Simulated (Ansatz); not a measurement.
System: sum formula SiBr$_{2}$Cl$_{2}$, net charge 0, singlet state. SMILES: Br[Si](Br)(Cl)Cl
Geometry: optimised at B3LYP-D3(BJ)/def2-TZVP (Ansatz, an electronic-structure program).

Parts of the frozen-core correlation energy in def2-SVP (Ansatz, hartree). Frozen orbitals: 43; correlated occupied orbitals by spin: 16 and 16; virtual: 59 and 59. Spin-orbit coupling is left out. No relativistic terms.

```
term                             value
-------------------------  -----------
reference (HF)             -6351.95079
MP2 opposite-spin           (withheld)
MP2 same-spin               (withheld)
CCSD correlation              -0.63352
(T)                         (withheld)
T1 diagnostic                    0.009
largest doubles amplitude        0.024
```

### Question
What belongs in the gaps?

### Answer

- MP2 opposite-spin, value: -0.42754
- MP2 same-spin, value: -0.16300
- (T), value: -0.01612
